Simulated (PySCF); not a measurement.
Isomers of C5H12ClFSi2.

All values: PBE0/pcSseg-1 (PySCF) at GFN2-xTB geometries, gas phase, one conformer each.

(1) Rank by the highest IAO charge on any atom, highest value first.
A. `[CH2:1]=[CH:2][CH2:3][SiH2:4][C@@:5]([F:6])([Cl:7])[CH2:8][SiH3:9]` with C1–C2–C3–Si4 108°, C2–C3–Si4–C5 -173°, C3–Si4–C5–F6 66°, Si4–C5–C8–Si9 -173°
B. `[CH3:1][CH2:2][CH2:3][Si@@H:4]([Cl:5])/[C:6]([F:7])=[CH:8]/[SiH3:9]` with C1–C2–C3–Si4 180°, C2–C3–Si4–Cl5 176°, C3–Si4–C6–F7 6°
C. `[CH2:1]=[C:2]([CH3:3])[SiH2:4][C@@:5]([F:6])([Cl:7])[CH2:8][SiH3:9]` with C1–C2–Si4–C5 -105°, C2–Si4–C5–F6 172°, Si4–C5–C8–Si9 68°
D. `[CH3:1][C:2]([CH3:3])=[CH:4][SiH2:5][C@@H:6]([F:7])[SiH2:8][Cl:9]` with C2–C4–Si5–C6 170°, C4–Si5–C6–F7 48°, Si5–C6–Si8–Cl9 -51°
E. `[CH3:1][C:2]([CH3:3])=[CH:4][SiH2:5][Si@@H:6]([F:7])[CH2:8][Cl:9]` with C2–C4–Si5–Si6 -84°, C4–Si5–Si6–F7 -62°, Si5–Si6–C8–Cl9 65°

(2) Rank by LUMO energy, highest first.
A. `[CH2:1]=[C:2]([CH3:3])[SiH2:4][C@@:5]([F:6])([Cl:7])[CH2:8][SiH3:9]` with C1–C2–Si4–C5 -105°, C2–Si4–C5–F6 172°, Si4–C5–C8–Si9 68°
B. `[CH3:1][CH2:2][CH2:3][Si@@H:4]([Cl:5])/[C:6]([F:7])=[CH:8]/[SiH3:9]` with C1–C2–C3–Si4 180°, C2–C3–Si4–Cl5 176°, C3–Si4–C6–F7 6°
C. `[CH2:1]=[CH:2][CH2:3][SiH2:4][C@@:5]([F:6])([Cl:7])[CH2:8][SiH3:9]` with C1–C2–C3–Si4 108°, C2–C3–Si4–C5 -173°, C3–Si4–C5–F6 66°, Si4–C5–C8–Si9 -173°
D. `[CH3:1][C:2]([CH3:3])=[CH:4][SiH2:5][Si@@H:6]([F:7])[CH2:8][Cl:9]` with C2–C4–Si5–Si6 -84°, C4–Si5–Si6–F7 -62°, Si5–Si6–C8–Cl9 65°

(3) Rank by dipole moment, highest first.
A. `[CH3:1][CH2:2][CH2:3][Si@@H:4]([Cl:5])/[C:6]([F:7])=[CH:8]/[SiH3:9]` with C1–C2–C3–Si4 180°, C2–C3–Si4–Cl5 176°, C3–Si4–C6–F7 6°
B. `[CH2:1]=[CH:2][CH2:3][SiH2:4][C@@:5]([F:6])([Cl:7])[CH2:8][SiH3:9]` with C1–C2–C3–Si4 108°, C2–C3–Si4–C5 -173°, C3–Si4–C5–F6 66°, Si4–C5–C8–Si9 -173°
C. `[CH3:1][C:2]([CH3:3])=[CH:4][SiH2:5][C@@H:6]([F:7])[SiH2:8][Cl:9]` with C2–C4–Si5–C6 170°, C4–Si5–C6–F7 48°, Si5–C6–Si8–Cl9 -51°
D. `[CH3:1][C:2]([CH3:3])=[CH:4][SiH2:5][Si@@H:6]([F:7])[CH2:8][Cl:9]` with C2–C4–Si5–Si6 -84°, C4–Si5–Si6–F7 -62°, Si5–Si6–C8–Cl9 65°

Results:

(1) E (+0.942 e), B (+0.923 e), D (+0.799 e), A (+0.765 e), C (+0.734 e).

(2) C (-0.18 eV), A (-0.60 eV), D (-0.79 eV), B (-1.07 eV).

(3) C (2.93 D), B (2.49 D), D (1.90 D), A (1.29 D).

All values together:

| SMILES | μ (D) | HOMO (eV) | LUMO (eV) | lowest IAO charge (e) | highest IAO charge (e) | lowest Hirshfeld charge (e) | highest Hirshfeld charge (e) |
| --- | --- | --- | --- | --- | --- | --- | --- |
| CC(C)=C[SiH2][Si@@H](F)CCl | 1.90 | -7.32 | -0.79 | -0.546 (F) | +0.942 (Si) | -0.216 (F) | +0.344 (Si) |
| C=CC[SiH2][C@@](F)(Cl)C[SiH3] | 2.49 | -7.34 | -0.18 | -0.551 (C) | +0.765 (Si) | -0.176 (C) | +0.322 (Si) |
| CC(C)=C[SiH2][C@@H](F)[SiH2]Cl | 2.93 | -7.34 | -0.25 | -0.470 (C) | +0.799 (Si) | -0.166 (C) | +0.337 (Si) |
| C=C(C)[SiH2][C@@](F)(Cl)C[SiH3] | 2.55 | -7.74 | -0.60 | -0.548 (C) | +0.734 (Si) | -0.177 (C) | +0.316 (Si) |
| CCC[Si@@H](Cl)/C(F)=C/[SiH3] | 1.29 | -7.79 | -1.07 | -0.542 (C) | +0.923 (Si) | -0.164 (C) | +0.366 (Si) |

Conformers: `[CH3:1][C:2]([CH3:3])=[CH:4][SiH2:5][Si@@H:6]([F:7])[CH2:8][Cl:9]` with C2–C4–Si5–Si6 -84°, C4–Si5–Si6–F7 -62°, Si5–Si6–C8–Cl9 65°; `[CH2:1]=[CH:2][CH2:3][SiH2:4][C@@:5]([F:6])([Cl:7])[CH2:8][SiH3:9]` with C1–C2–C3–Si4 108°, C2–C3–Si4–C5 -173°, C3–Si4–C5–F6 66°, Si4–C5–C8–Si9 -173°; `[CH3:1][C:2]([CH3:3])=[CH:4][SiH2:5][C@@H:6]([F:7])[SiH2:8][Cl:9]` with C2–C4–Si5–C6 170°, C4–Si5–C6–F7 48°, Si5–C6–Si8–Cl9 -51°; `[CH2:1]=[C:2]([CH3:3])[SiH2:4][C@@:5]([F:6])([Cl:7])[CH2:8][SiH3:9]` with C1–C2–Si4–C5 -105°, C2–Si4–C5–F6 172°, Si4–C5–C8–Si9 68°; `[CH3:1][CH2:2][CH2:3][Si@@H:4]([Cl:5])/[C:6]([F:7])=[CH:8]/[SiH3:9]` with C1–C2–C3–Si4 180°, C2–C3–Si4–Cl5 176°, C3–Si4–C6–F7 6°.
